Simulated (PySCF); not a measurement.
C₂H₃O₂, SMILES CC([O])=O (connectivity only; charge and spin as stated), charge -1, multiplicity 1.

The structure is a stationary point at PBE-D3(BJ)/def2-SVPD. The spin state was assumed, not searched. The isomer is the one that the SMILES or the coordinates give; other isomers of the formula were not compared.

All values below come from PBE/def2-TZVPD in PySCF.

Gas-phase values at a fixed geometry. A positive occupied level means that this level leaves the electron formally unbound; only the finite basis holds it.

```
Item                                                              Result
------------------------------------------------  ----------------------
total energy                                          -228.37015 hartree
highest occupied level                                           0.37 eV
lowest empty level                                               3.60 eV
orbital gap                                                      3.23 eV
dipole moment about the centre of nuclear charge                  3.43 D
mean static polarisability                          52.8 bohr³ (7.82 Å³)
polarisability, principal values                  37.0, 56.6, 64.8 bohr³
```
